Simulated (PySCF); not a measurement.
MB for M along group 10

PBE0 with triple-zeta basis sets in PySCF, for the lowest determinant that a PBE0 search found; no spin–orbit coupling. De refers to high-spin ground-configuration atoms. A positive dipole means M(−)B(+).

```
 M         basis  state (unpaired electrons)  Re (Å)  ωe (cm⁻¹)  De (eV)  μ (D)
Ni  x2c-TZVPPall               doublet (σ ↑)   1.655        819      n/a  -1.81
Pd    def2-TZVPP               doublet (σ ↑)   1.770        772     3.90  -1.45
Pt  x2c-TZVPPall               doublet (σ ↑)   1.746        934     5.61  -1.14
```

The shortest bond is that of NiB (1.655 Å), the longest that of BPd (1.770 Å).

The rows differ in basis set, which adds steps of its own.

Down a group the atoms grow and get heavier, so bonds lengthen and wavenumbers fall; the exceptions here are the shorter bond at Pt and the higher wavenumber at Pt. Relativity and the filled 4f shell contract the atoms of the sixth period.

De is left out where the level can put another filling of the metal’s s and d shells below the measured ground configuration, by anything from nothing to about 1 eV. The metal atom is held in its measured ground configuration; semilocal functionals can put another filling of s and d lower by some tenths of an eV, and De to that atom would be smaller. These are scalar-relativistic numbers at best; spin–orbit coupling would shift them, the dissociation energy most. With d or f electrons several states lie close, and the lowest PBE0 determinant need not be the measured ground state.
